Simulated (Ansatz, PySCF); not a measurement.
Gas-phase reaction in SMILES: NB(Br)Br + 3 [H][H] (H2) -> B (BH3) + 2 Br (HBr) + N (NH3)
Geometries: B3LYP-D3(BJ)/def2-TZVP minima from Ansatz (a program for electronic structure), one conformer each, not searched for the lowest. Frequencies are from Ansatz or PySCF.

Property: energy of full hydrogenation (0 K, with B3LYP-D3(BJ) harmonic zero-point energies), in kcal/mol. Valence correlation only, unless marked. No spin-orbit coupling. The frozen core is the preceding noble-gas configuration, with the filled d and f shells of earlier blocks. No relativistic terms. CBS marks a two-point X^-3 extrapolation of the correlation energy; Hartree-Fock from the larger set (for Q and 5 zeta extrapolated as (X+1)exp(-9√X)).

```
level       program  energy of full hydrogenation (kcal/mol)
----------  -------  ---------------------------------------
HF/cc-pVDZ   Ansatz                                     47.8
```

Problem. Predict the CCSD(T)/CBS(cc-pVQZ,cc-pV5Z) result (Ansatz).

Solution. 63.6 kcal/mol, so HF/cc-pVDZ differs from it by -15.8 kcal/mol.
